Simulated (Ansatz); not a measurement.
```yaml
crystal:
  periodic: [false, false, false]
  atoms:
    - {symbol: O, position_ang: [1.055109, 0.744217, 1.281584]}
    - {symbol: Ga, position_ang: [0.060123, -0.057534, 0.024486]}
    - {symbol: F, position_ang: [0.362160, -1.735334, -0.287452]}
    - {symbol: Cl, position_ang: [-1.421791, 0.988451, -1.038918]}
basis:
  gaussian: {orbitals: STO-3G}
total_charge: 1
hamiltonian: {xc: {name: HF}}
output: {forces: true}
```

```sh
$ ansatz run in.yaml --threads 2 --pin off --events-out ev --progress --plain --max-ram 32768MiB --backend cpu
```

Output, abridged:

```
Functional definition: HF
422 factors; integrals over basis functions are off by at most 3.8e-5 eV
mean field evaluation 1: about -68713.8636 eV, gradient 1.0e2 eV
mean field evaluation 2: about -68713.9096 eV, gradient 1.0e2 eV
mean field evaluation 4: about -68725.3953 eV, gradient 7.8e1 eV
mean field evaluation 8: about -68763.8307 eV, gradient 3.1e0 eV
mean field evaluation 16: about -68763.9409 eV, gradient 1.3e-5 eV
mean field -68763.94094676 eV, -2527.0282199200 hartree, gradient 1.3e-5 eV, S^2 0.000000; 2 other end points of the search recorded, 0 dependent functions left out
reference -68763.94094676 eV, -2527.0282199200 hartree; 32, 32 occupied and 5, 5 virtual orbitals, 422 factors
Total energy: -68763.94094676 eV, -2527.0282199200 hartree
Atom 0 at     1.055109     0.744217     1.281584 Å, force    -0.744894    -0.679632    -0.969861 eV/Å
Atom 1 at     0.060123    -0.057534     0.024486 Å, force    -0.169911    -1.867653    -0.839024 eV/Å
Atom 2 at     0.362160    -1.735334    -0.287452 Å, force    -0.434498     3.360080     0.790318 eV/Å
Atom 3 at    -1.421791     0.988451    -1.038918 Å, force     1.349303    -0.812794     1.018567 eV/Å
Dipole moment:     0.692087     0.131318     0.720373 e Å
```

Hardware: 2 threads of an AMD EPYC 7R13 on a shared host. Wall time 1.3 s, peak host memory 0.34 GiB.
